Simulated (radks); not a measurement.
Results of a calculation; reference values are marked as such.
Q: The mean radii <r> (bohr) of the occupied orbitals of an atom or ion are listed with their occupations. Code: a radial shooting solver on a logarithmic mesh with Libxc functionals. Model: scalar-relativistic Kohn-Sham, SCAN, spin-polarised, spherical densities, finite nucleus; meta-GGA in the generalised Kohn-Sham scheme; Fermi nuclear charge, rms radius of each element as measured or else 0.836 A^(1/3) + 0.57 fm.

orbital  occ.      <r>
1s up       1  0.01576
1s down     1  0.01575
2s up       1  0.06465
2s down     1  0.06482
2p up       3  0.05836

Name the element and its charge. Open shells, if any, are filled with parallel spins first.

A: Z = 83, bismuth, charge +76: Bi76+ in [He] 2s2 2p3. The 1s radius gives Z: for a bare nucleus <r> = (2 gamma + 1)/(2Z) with gamma = sqrt(1 - (Z/c)^2), 0.01561 bohr for Z = 83, and screening makes it slightly larger (0.01576 here). The occupations add up to 7, and the charge is Z minus that.
